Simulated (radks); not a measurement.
All-electron atom: Tm VI in [Kr] 4d10 4f11 5s2 5p5 (the NIST ground configuration).

All-electron calculation, scalar-relativistic Kohn-Sham, LDA (Slater exchange, Perdew-Wang correlation), spin-polarised, spherical densities, finite nucleus; open shells are filled with parallel spins first (spin-orbit coupling, left out, can overturn this in heavy ions); Fermi nuclear charge, rms radius 5.2256 fm. Program: a radial shooting solver on a logarithmic mesh with Libxc functionals.

Energy parts (hartree):
part                       energy
total                 -13551.3151
kinetic                14723.2800
electron-nucleus      -33142.4862
Hartree                 5142.0375
exchange-correlation    -274.1464

Orbitals (lengths in bohr, moments of r in powers of bohr; <r^-3> diverges for s and p1/2; r(max) is where P^2 peaks; r(90%) holds 90 % of the orbital's charge):
orbital	occ.	eigenvalue (hartree)	<r^4>	r(90%)	r(max)	<r^-3>
1s up	1	-2179.086	8.099e-07	0.0363	0.01262	-
1s down	1	-2179.083	8.099e-07	0.0363	0.01262	-
2s up	1	-369.9693	0.0001252	0.132	0.07195	-
2s down	1	-369.9646	0.0001252	0.132	0.07195	-
2p up	3	-327.1705	0.00009552	0.123	0.05856	15110
2p down	3	-327.1656	0.00009551	0.123	0.05856	15110
3s up	1	-85.29780	0.004715	0.324	0.2035	-
3s down	1	-85.24025	0.004708	0.324	0.2034	-
3p up	3	-72.33301	0.004987	0.330	0.2003	3274
3p down	3	-72.27544	0.004978	0.330	0.2003	3277
3d up	5	-56.26748	0.003899	0.311	0.1632	432.7
3d down	5	-56.22209	0.003889	0.311	0.1632	433.1
4s up	1	-19.00781	0.1133	0.714	0.4642	-
4s down	1	-18.89598	0.1133	0.714	0.4641	-
4p up	3	-14.73260	0.1494	0.767	0.4852	749.1
4p down	3	-14.62262	0.1496	0.767	0.4852	748.2
4d up	5	-9.04691	0.2265	0.852	0.5000	83.73
4d down	5	-8.93864	0.2273	0.853	0.5000	83.57
4f up	7	-2.78398	0.8724	1.17	0.4869	13.01
4f down	4	-2.67872	0.9188	1.18	0.4876	12.92
5s up	1	-4.37956	3.334	1.67	1.063	-
5s down	1	-4.30114	3.407	1.67	1.065	-
5p up	3	-3.28674	5.744	1.91	1.192	116.8
5p down	2	-3.21872	5.937	1.93	1.197	114.5

The highest occupied level is 4f down at -72.892 eV. For comparison, the ionisation energy in NIST's Atomic Spectra Database is 98 eV (theoretical). In exact Kohn-Sham theory the highest level is minus the ionisation energy, but local and semilocal functionals leave it too shallow, through self-interaction and a potential that decays too fast; potentials with the right tail come closer. The density falls to 0.001 e/bohr^3 at r = 2.83 bohr. Spin moment in Bohr magnetons: 4. The electron density at the nucleus is 9.983e+05 e/bohr^3 (large components only). The spin density at the nucleus is -2.89 e/bohr^3 (1s -0.73, 2s -1.00, 3s -10.10, 4s 2.67, 5s 6.27). Summed over all electrons, <r^2> = 26.99 bohr^2, which gives a Langevin (diamagnetic) susceptibility term of -21.4 x 10^-6 cm^3/mol.
